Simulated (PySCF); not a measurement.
Two species compared at the same levels of theory.

First species: C4H17NSi3.
SMILES: `N(C)[Si@H]([SiH2][SiH3])C(C)C`

Second species: C7H8F4O.
SMILES: `C[C@@H]1[C@@H](C(=O)F)C[C@@H]1C(F)(F)F`

Levels: PBE0/pcSseg-1 for dipole moment, HOMO energy, LUMO energy and HOMO–LUMO gap; GFN2-xTB for rotational constant A and rotational constant C. Geometries: GFN2-xTB. Each structure is a single optimised conformer of the isolated species, non-relativistic unless stated. Electronic properties by PySCF.

The conformers computed, where there is a choice (atom-mapped SMILES and torsion angles):
- `[CH3:1][NH:2][Si@H:3]([SiH2:4][SiH3:5])[CH:6]([CH3:7])[CH3:8]`: C1–N2–Si3–Si4 -52°, N2–Si3–Si4–Si5 172°, N2–Si3–C6–C7 -165°
- `[CH3:1][C@@H:2]1[C@@H:3]([C:4](=[O:5])[F:6])[CH2:7][C@@H:8]1[C:9]([F:10])([F:11])[F:12]`: C2–C3–C4–O5 91°, C7–C8–C9–F10 -47°

Values for the first species:

| Item | Value |
| --- | --- |
| Dipole moment | 1.53 D |
| HOMO energy | -6.49 eV |
| LUMO energy | -0.27 eV |
| HOMO–LUMO gap | 6.22 eV |
| Rotational constant A | 1.229 GHz |
| Rotational constant C | 0.547 GHz |

(1) Estimate the same properties for the second species, and the change in each.

Results:

(1) 
```csv
property,first,second,second less first
dipole moment,1.53 D,1.19 D,-0.34 D
HOMO energy,-6.49 eV,-9.07 eV,-2.58 eV
LUMO energy,-0.27 eV,-0.69 eV,-0.42 eV
HOMO–LUMO gap,6.22 eV,8.38 eV,+2.16 eV
rotational constant A,1.229 GHz,1.943 GHz,+0.714 GHz
rotational constant C,0.547 GHz,0.477 GHz,-0.070 GHz
```

On the first: The dipole equals about 5.1 × 10⁻³⁰ C·m (1 D = 3.33564 × 10⁻³⁰ C·m).

On the second: The dipole matches unit charges of opposite sign 0.25 Å apart (1 e·Å = 4.8032 D).
